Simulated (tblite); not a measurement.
Species: C7H7N.
InChI=1S/C7H7N/c8-4-5-1-6-3-7(6)2-5/h1,6-7H,2-3H2/t6-,7+/m1/s1

Method: GFN2-xTB as coded in tblite; computed harmonic values from a numerical Hessian at the method's own geometry, unscaled. This tight-binding method is rough: wavenumbers can miss measured ones by several per cent, in bad cases by 10 to 20.

Harmonic wavenumbers (cm⁻¹): 111.4, 151.4, 281.9, 348.5, 449.8, 525.9, 538.3, 543.4, 669.9, 814.9, 850.7, 862.1, 882.2, 906.2, 941.0, 1005.6, 1023.4, 1035.6, 1063.6, 1070.2, 1085.3, 1138.6, 1180.7, 1206.4, 1220.8, 1290.4, 1300.4, 1370.8, 1451.7, 1463.4, 1635.0, 2362.5, 2954.3, 2977.7, 3080.2, 3082.6, 3086.4, 3104.9, 3126.8.

A = 6039, B = 1438, C = 1285 MHz; mass 105.058 u (most abundant isotopes); point group C1, symmetry number 1.

Question: Zero-point energy?

Answer: Half the sum of the wavenumbers: 26097 cm⁻¹ = 312.20 kJ/mol.

Question: What is S at 200 K and 1 bar for an ideal gas of classical rigid rotors and harmonic oscillators?

Answer: Translation 158.61, rotation 111.15, vibration 30.12: S = 299.9 J/(mol K).

Question: And Cp and H(200 K) − H(0)?

Answer: Cp = 79.14 J/(mol K), of which vibrations give 45.88 (their classical limit is 39 R = 324.3); H(200 K) − H(0) = 10.41 kJ/mol without the zero-point energy, 3.76 from vibrations.

Question: What must be added to the electronic energy to get the Gibbs energy at 200 K and 1 bar?

Answer: ZPE + [H(200 K) − H(0)] − T·S = 312.20 + 10.41 − 59.98 = 262.63 kJ/mol.

Question: Blend soft modes into free rotors: weight 1/[1 + (100 cm⁻¹/ν̃)⁴] for the oscillator and the rest for a rotor with moment μB/(μ + B), μ = h/(8π²ν), B = 10⁻⁴⁴ kg m². What vibrational entropy results?

Answer: 30.06 J/(mol K) in place of 30.12, which changes −T·S at 200 K by +0.01 kJ/mol.

Question: How do the functions run with temperature in this model?

Answer: 
| T (K) | S (J/(mol K)) | Cp (J/(mol K)) | H − H(0) (kJ/mol) | G − H(0) (kJ/mol) | ln q(vib) |
| --- | --- | --- | --- | --- | --- |
| 100 | 256.5 | 50.8 | 4.00 | -21.65 | 0.37 |
| 300 | 338.7 | 115.9 | 20.12 | -81.50 | 2.61 |
| 500 | 414.7 | 183.3 | 50.42 | -156.91 | 5.63 |
| 800 | 515.6 | 244.8 | 115.58 | -296.91 | 10.65 |
| 1000 | 573.1 | 270.3 | 167.24 | -405.90 | 13.94 |

q(vib) and H(0) count from the zero-point level.

Hindered rotation and anharmonicity are outside this model. The structure is chiral; the term R ln 2 for an equal mix with its mirror image is left out.

Run on an x86-64 server with one thread (shared host). The figure is for the frequency step alone.
